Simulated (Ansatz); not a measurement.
CH₇Al₂B (`C[BH][AlH][AlH2]`), one more setting.

```yaml
crystal:
  periodic: [false, false, false]
  atoms:
    - {symbol: C, position_ang: [-2.177163, 0.297361, -0.214198]}
    - {symbol: B, position_ang: [-0.980396, 0.315721, 0.786046]}
    - {symbol: Al, position_ang: [0.801068, -0.833749, 0.682544]}
    - {symbol: Al, position_ang: [2.888000, -0.121864, -0.680604]}
    - {symbol: H, position_ang: [-2.036341, 1.204802, -0.826459]}
    - {symbol: H, position_ang: [-2.241257, -0.545240, -0.904094]}
    - {symbol: H, position_ang: [-3.144710, 0.442882, 0.276788]}
    - {symbol: H, position_ang: [-1.055605, 1.140231, 1.665229]}
    - {symbol: H, position_ang: [0.883800, -2.205405, 1.508493]}
    - {symbol: H, position_ang: [4.041739, 0.795623, -0.065288]}
    - {symbol: H, position_ang: [3.086365, -0.547562, -2.207857]}
basis:
  gaussian: {orbitals: "6-31++G**", point_charges: [{charge: 2.00, position_ang: [7.310, -0.649, -0.364]}]}
hamiltonian: {xc: {name: B3LYP}, dispersion: d3bj, pseudopotentials: {relativity: scalar}}
output: {forces: true}
```

```sh
$ ansatz run in.yaml --threads 2 --pin off --events-out ev --progress --plain --max-ram 4352MiB
```

It prints (some lines left out):

```
Functional definition: B3LYP
1095 factors; integrals over basis functions are off by at most 1.3e-3 eV
mean field evaluation 1: about -15034.9503 eV, gradient 5.7e1 eV
mean field evaluation 2: about -14989.9033 eV, gradient 1.0e2 eV
mean field evaluation 4: about -15043.3875 eV, gradient 1.0e1 eV
mean field evaluation 8: about -15043.7949 eV, gradient 3.6e-1 eV
mean field evaluation 16: about -15043.8977 eV, gradient 4.9e-4 eV
a density is far from that of the atoms, so the factors are made again for it
1157 factors; integrals over basis functions are off by at most 1.0e-3 eV
mean field evaluation 32: about -15043.8976 eV, gradient 7.6e-4 eV
mean field -15043.89762087 eV, -552.8530404469 hartree, gradient 1.2e-5 eV, S^2 0.000000; 0 other end points of the search recorded, 0 dependent functions left out
reference -15043.89803253 eV, -552.8530555751 hartree; 22, 22 occupied and 104, 104 virtual orbitals, 1157 factors
Total energy: -15044.22847646 eV, -552.8651991656 hartree
Relativity: scalar
Atom 0 at    -2.177163     0.297361    -0.214198 Å, force     0.367246    -0.433721     0.041305 eV/Å
Atom 1 at    -0.980396     0.315721     0.786046 Å, force    -0.843577     0.992707    -0.313965 eV/Å
Atom 2 at     0.801068    -0.833749     0.682544 Å, force    -0.479898    -0.484810     0.158886 eV/Å
Atom 3 at     2.888000    -0.121864    -0.680604 Å, force     0.128840     0.549191    -0.105184 eV/Å
Atom 4 at    -2.036341     1.204802    -0.826459 Å, force     0.102361     0.100757    -0.049670 eV/Å
Atom 5 at    -2.241257    -0.545240    -0.904094 Å, force    -0.086236    -0.027291    -0.093574 eV/Å
Atom 6 at    -3.144710     0.442882     0.276788 Å, force    -0.003137    -0.021382     0.133810 eV/Å
Atom 7 at    -1.055605     1.140231     1.665229 Å, force     0.347138    -0.305560     0.100788 eV/Å
Atom 8 at     0.883800    -2.205405     1.508493 Å, force     0.392458     0.135052    -0.153383 eV/Å
Atom 9 at     4.041739     0.795623    -0.065288 Å, force     0.797780    -0.381570     0.413202 eV/Å
Atom 10 at     3.086365    -0.547562    -2.207857 Å, force     0.791256    -0.478477     0.387196 eV/Å
Dipole moment:    -3.387408     0.174237     0.564029 e Å
```

It took 9 s on 2 threads of an Intel Xeon Platinum 8175M on a shared host, with 0.43 GiB of host memory at the peak.
